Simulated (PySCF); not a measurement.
## How methods differ on the ionisation energy of In³⁷⁺

In³⁷⁺ [Ne] 3s2 (1S) → In³⁸⁺ [Ne] 3s1 (2S), as a difference of total energies. Calculation: PySCF 2.14, in an even-tempered Gaussian basis (18 s from 6.6 bohr⁻², ratio 2.5; 12 p from 8.6 bohr⁻², ratio 2.5; 4 d from 32 bohr⁻², ratio 2.7; 4 f from 48 bohr⁻², ratio 2.7); scalar relativity by spin-free X2C-1e. Correlated levels: outer shells: 1s2 frozen; virtual orbitals above 40 to 60 times the deepest correlated orbital energy dropped. The calculations carry no spin-orbit coupling.

```csv
method,ionisation energy (eV)
UHF,2548.2
MP2 (outer shells),2551.5
SCS-MP2 (outer shells),2551.9
CCSD (outer shells),2552.2
CCSD(T) (outer shells),2552.2
```

Q: How much does correlation contribute at CCSD(T) (outer shells)?

A: 2552.2 − (2548.2) = 4.0 eV, measured against UHF.

Breit and QED terms and the two-electron picture change are absent.

For comparison: 2555 ± 3 eV (semi-empirical (NIST evaluation); NIST Atomic Spectra Database, ionization energies).
